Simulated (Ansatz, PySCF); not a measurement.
Caution: the highest occupied level lies above zero, so the state may not be bound. This triplet is an excited state, 0.67 eV above the relaxed singlet at the level B3LYP/aug-cc-pVTZ // PBE0-D3(BJ)/def2-TZVPD (Ansatz, an electronic-structure program).

Cartesian coordinates (Å):
```xyz
7

C      2.1980    -0.1403    -0.4306
C      1.0011     0.1250    -0.0869
B     -0.3320     0.5757     0.2034
N     -1.6766     0.0598    -0.0142
H      3.0140    -0.7259    -0.0150
H     -1.7774    -0.6233    -0.7583
H     -2.4271     0.7290    -0.0581
```
Charge -1, spin multiplicity 3.

Task: Estimate the highest occupied spin orbital and total energy that PBE0-D3(BJ)/def2-TZVPD run with PySCF returns for this input.

Result: 
- highest occupied spin orbital = 1.41 eV
- total energy = -4282.66 eV
